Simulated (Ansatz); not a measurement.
`C[Se][SnH3]` + PH₃ → `C[Se]P` + `[SnH4]` at 500 K and 1 bar (ligand exchange at the Se–Sn bond).

Isolated molecules relaxed with PBE0-D4/def2-TZVP in Ansatz; ΔE leaves out vibrations. CCSD(T)/CBS adds triple-zeta CCSD(T) − MP2 to the extrapolated MP2 energy (def2 sets, frozen cores). This one scheme is used for every species. def2 core potentials past Kr. For Se, Sn outer-core shells are correlated without core-valence functions, which leaves a few kJ/mol of doubt a bond. Scalar relativity is left out up to krypton. One conformer a species, not always the lowest.

```tsv
species	CCSD(T)/CBS energy (Eh)	H − E (kJ/mol)	S (J/(mol·K))
`C[Se][SnH3]`	-2656.39593	195.0	413.2
PH₃	-342.72256	81.5	231.4
`C[Se]P`	-2782.70431	181.9	371.6
`[SnH4]`	-216.39156	91.5	258.6
```

H − E and S are ideal-gas, rigid-rotor, harmonic terms from PBE0-D4/def2-TZVP, for one conformer and one mirror image of each species. 1 Eh = 2625.50 kJ/mol, R = 8.31446 J/(mol·K).

By hand: ΔE, ΔH, ΔS and ΔG.

ΔE = (-2782.70431) + (-216.39156) − (-2656.39593) − (-342.72256) = 0.02262 Eh = 59.4 kJ/mol. Δ(H − E) = 181.9 + 91.5 − 195.0 − 81.5 = -3.1, so ΔH = 56.3 kJ/mol. ΔS = 371.6 + 258.6 − 413.2 − 231.4 = -14.4 J/(mol·K). ΔG = 56.3 − 500 × (-14.4)/1000 = 63.5 kJ/mol.

By hand: the equilibrium constant, and the temperature at which ΔG would vanish if ΔH and ΔS stayed fixed.

log₁₀ K = −ΔG/(RT ln 10) = -6.6. ΔH and −TΔS have one sign here, so there is no such temperature.

The number of gas molecules stays the same, so ΔS is small and ΔH decides. A doubt of 5 kJ/mol in ΔE shifts log₁₀ K by 0.5 here. Other conformers and mirror images would add mixing entropy, several J/(mol·K) or more a flexible species. Modes under 60 cm⁻¹, often nearly free rotors, make the harmonic entropy too high. These are equilibria of isolated gas molecules and say nothing of rates. Largest T1 diagnostic: 0.013 (customary marks: 0.02 for closed shells, 0.045 for open ones).
